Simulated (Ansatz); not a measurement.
C2H8AlFSi (`[CH3][AlH][CH2][SiH2]F`). The species carries charge 0 and has multiplicity 1. All single points use the PBE0-D4/def2-TZVP geometry. It is one conformer, not always the lowest.

```xyz
13

C     0.524   -0.162    2.266
Al    1.123   -0.444    0.433
C     0.344    0.581   -1.044
Si   -1.311    0.029   -1.623
F    -1.865    0.955   -2.812
H     1.367    0.034    2.937
H    -0.187    0.661    2.365
H     0.036   -1.067    2.647
H     2.257   -1.509    0.103
H     1.038    0.560   -1.892
H     0.244    1.620   -0.702
H    -1.261   -1.359   -2.153
H    -2.310    0.102   -0.525
```

(1) What is the dipole moment at PBE/def2-TZVPP? (Estimate.)

(2) And with r2SCAN, B3LYP, ωB97M-V? (Best estimate.)

(3) Give the Mulliken charges with PBE, B3LYP, ωB97M-V in def2-TZVPP. (An estimate is asked.)

## Answers

(1) The calculation gave: 1.90 D, with components (1.10, 0.17, 1.54) D in this frame, pointing from negative to positive charge.

(2) The calculation gave: r2SCAN 1.92 D, B3LYP 1.94 D, ωB97M-V 1.93 D.

(3) The calculation gave: 
```csv
atom,PBE,B3LYP,ωB97M-V
C1,-0.43,-0.44,-0.52
Al2,0.41,0.49,0.51
C3,-0.34,-0.38,-0.49
Si4,0.44,0.53,0.46
F5,-0.29,-0.33,-0.32
H6,0.10,0.09,0.11
H7,0.10,0.10,0.11
H8,0.10,0.09,0.11
H9,-0.12,-0.15,-0.12
H10,0.11,0.10,0.12
H11,0.11,0.10,0.13
H12,-0.09,-0.10,-0.06
H13,-0.09,-0.10,-0.06
```

B3LYP here is the variant with VWN-RPA as its local correlation; programs differ in this.

Program: Ansatz 0.2.0.
